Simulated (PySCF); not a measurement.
## Frontier levels across methods

C2H6N2Si2.
Atom-mapped SMILES: `[N:1]#[C:2]/[CH:3]=[N:4]\[SiH2:5][SiH3:6]` (hydrogens: H7 on C3; H8, H9 on Si5; H10, H11, H12 on Si6)

Cartesian coordinates in Å at the PBE0-D3(BJ)/def2-SVP level; atoms count from 1:
```xyz
12
C2H6N2Si2 angstrom
N      2.1434    1.4650   -1.7840
C      1.9564    0.8506   -0.8192
C      1.7003    0.0807    0.3884
N      0.7517   -0.7408    0.5387
Si    -0.5484   -1.1861   -0.5709
Si    -2.4430   -0.0747    0.2535
H      2.4188    0.2708    1.2059
H     -0.6997   -2.6647   -0.4675
H     -0.2703   -0.8067   -1.9936
H     -2.6394   -0.4132    1.6946
H     -3.6484   -0.4898   -0.5268
H     -2.2452    1.3998    0.1105
```

Basis pcSseg-1 throughout (PySCF), one geometry. Geometry: PBE0-D3(BJ)/def2-SVP, one conformer, isolated molecule.

**Question.** How do the orbital energies, the gap and the dipole change with the method?

**Answer.** 
| method | kind | HOMO (eV) | LUMO (eV) | gap (eV) | μ (D) | SCF cycles |
| --- | --- | --- | --- | --- | --- | --- |
| BLYP | GGA | -6.48 | -3.32 | 3.16 | 1.97 | 16 |
| OPBE | GGA | -6.59 | -3.42 | 3.18 | 1.94 | 16 |
| PBE | GGA | -6.61 | -3.49 | 3.12 | 1.97 | 16 |
| B97-D | GGA | -6.63 | -3.41 | 3.23 | 1.97 | 16 |
| LDA | LDA | -6.71 | -3.73 | 2.98 | 2.05 | 15 |
| BP86 | GGA | -6.74 | -3.60 | 3.14 | 1.99 | 15 |
| KT3 | GGA | -6.77 | -3.41 | 3.36 | 1.95 | 16 |
| KT2 | GGA | -6.77 | -3.44 | 3.34 | 1.99 | 17 |
| B97-2 | global hybrid | -7.85 | -2.61 | 5.24 | 1.95 | 14 |
| B3LYP | global hybrid | -7.85 | -2.74 | 5.11 | 1.96 | 14 |
| PBE0 | global hybrid | -8.11 | -2.56 | 5.55 | 1.95 | 14 |
| mPW1PW91 | global hybrid | -8.15 | -2.58 | 5.58 | 1.96 | 14 |
| BHandHLYP | global hybrid | -9.47 | -1.42 | 8.05 | 1.95 | 13 |
| CAM-B3LYP | range-separated hybrid | -9.51 | -1.38 | 8.14 | 1.93 | 13 |
| wB97X-D | range-separated hybrid | -10.04 | -0.79 | 9.25 | 1.94 | 14 |
| LC-wPBE | range-separated hybrid | -10.89 | -0.28 | 10.61 | 1.88 | 14 |
| HF | Hartree–Fock | -11.01 | 1.35 | 12.36 | 1.95 | 13 |

The HOMO spans 4.53 eV, from BLYP down to HF, and the gap runs from 2.98 eV (LDA) to 12.36 eV (HF). Over the methods BLYP (0 %), OPBE (0 %), PBE (0 %), B97-D (0 %), LDA (0 %), BP86 (0 %), KT3 (0 %), KT2 (0 %), B97-2 (21 %), B3LYP (20 %), PBE0 (25 %), mPW1PW91 (25 %), BHandHLYP (50 %), HF (100 %), a straight line through the gap against the share of exact exchange rises by 0.93 eV for each 10 % (correlation coefficient 0.999). The dipole ranges from 1.88 D (LC-wPBE) to 2.05 D (LDA). This basis has no diffuse functions.
